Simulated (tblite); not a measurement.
Compound: C5H14FPSi.
Cartesian coordinates in Å at the GFN2-xTB level; atoms count from 1:
```xyz
22
C5H14FPSi angstrom
C     -0.663    1.039    1.090
C     -0.874    0.115   -0.108
C     -2.196    0.467   -0.801
C     -0.953   -1.324    0.408
F     -1.020   -2.222   -0.632
C      0.273    0.260   -1.118
Si     1.967   -0.523   -0.704
P      2.663   -0.109    1.392
H      0.277    0.814    1.594
H     -0.640    2.077    0.765
H     -1.470    0.924    1.811
H     -3.020    0.452   -0.090
H     -2.410   -0.249   -1.590
H     -2.141    1.460   -1.242
H     -1.854   -1.481    1.011
H     -0.065   -1.585    0.994
H     -0.041   -0.201   -2.056
H      0.406    1.323   -1.331
H      1.931   -1.984   -0.819
H      2.913    0.006   -1.699
H      2.936    1.232    1.185
H      3.972   -0.472    1.139
```

Level: GFN2-xTB in tblite, geometry and Hessian alike; calculated harmonic values, unscaled, isolated species. This tight-binding method is rough: wavenumbers can miss measured ones by several per cent, in bad cases by 10 to 20. Modes of hydrogen on phosphorus and silicon can be 10 to 20 % off. One conformer, not necessarily the lowest.

Harmonic wavenumbers (cm⁻¹): 40.3, 77.5, 116.0, 145.8, 164.1, 186.9, 214.9, 235.5, 251.8, 325.6, 329.5, 374.5, 411.2, 463.6, 471.5, 510.4, 567.1, 637.7, 692.8, 700.9, 750.5, 783.3, 791.1, 827.4, 932.1, 959.1, 964.8, 994.8, 1023.6, 1048.6, 1111.0, 1148.1, 1171.2, 1212.6, 1255.9, 1276.6, 1302.2, 1334.3, 1406.4, 1421.5, 1449.0, 1468.4, 1484.7, 1494.3, 1501.7, 1504.4, 2181.4, 2233.4, 2311.8, 2396.4, 2929.0, 2942.0, 2964.5, 2986.2, 3005.2, 3025.2, 3029.9, 3034.7, 3039.7, 3042.7.

A = 1941, B = 851.5, C = 772.5 MHz; mass 152.059 u (most abundant isotopes); point group C1, symmetry number 1.

Problem. What is the zero-point energy?

Solution. ½Σν̃ = 38329 cm⁻¹ = 458.51 kJ/mol.

Problem. Entropy at 400 K, 1 bar (ideal gas, RRHO, classical rotation)?

Solution. Translation 177.62, rotation 128.81, vibration 201.84: S = 508.3 J/(mol K).

Problem. And Cp and H(400 K) − H(0)?

Solution. Cp = 239.28 J/(mol K), of which vibrations give 206.02 (their classical limit is 60 R = 498.9); H(400 K) − H(0) = 55.90 kJ/mol without the zero-point energy, 42.59 from vibrations.

Problem. Blend soft modes into free rotors: weight 1/[1 + (100 cm⁻¹/ν̃)⁴] for the oscillator and the rest for a rotor with moment μB/(μ + B), μ = h/(8π²ν), B = 10⁻⁴⁴ kg m². What vibrational entropy results?

Solution. 189.32 J/(mol K) in place of 201.84, which changes −T·S at 400 K by +5.01 kJ/mol.

Problem. What must be added to the electronic energy to get the Gibbs energy at 400 K and 1 bar?

Solution. ZPE + [H(400 K) − H(0)] − T·S = 458.51 + 55.90 − 203.31 = 311.10 kJ/mol.

Problem. Which modes carry the vibrational entropy at 400 K?

Solution. 40.3 cm⁻¹: 24.38; 77.5 cm⁻¹: 18.96; 116.0 cm⁻¹: 15.64; 145.8 cm⁻¹: 13.78; 164.1 cm⁻¹: 12.82; 186.9 cm⁻¹: 11.77 J/(mol K); the other 54 give 104.49 together.

Problem. How do the functions run with temperature in this model?

Solution. 
| T (K) | S (J/(mol K)) | Cp (J/(mol K)) | H − H(0) (kJ/mol) | G − H(0) (kJ/mol) | ln q(vib) |
| --- | --- | --- | --- | --- | --- |
| 50 | 250.9 | 56.4 | 2.11 | -10.43 | 0.56 |
| 100 | 300.1 | 88.7 | 5.75 | -24.26 | 1.86 |
| 298.15 | 445.1 | 192.2 | 33.87 | -98.82 | 8.18 |
| 373.15 | 492.1 | 227.5 | 49.63 | -133.98 | 10.61 |
| 500 | 566.1 | 278.9 | 81.86 | -201.16 | 14.64 |
| 750 | 694.1 | 352.3 | 161.41 | -359.14 | 22.22 |
| 1000 | 802.6 | 401.2 | 255.99 | -546.57 | 29.22 |

q(vib) and H(0) count from the zero-point level.

Hindered rotation and anharmonicity are outside this model. Other conformers, if any are populated, would add a mixing term that is left out. The structure is chiral; the term R ln 2 for an equal mix with its mirror image is left out.
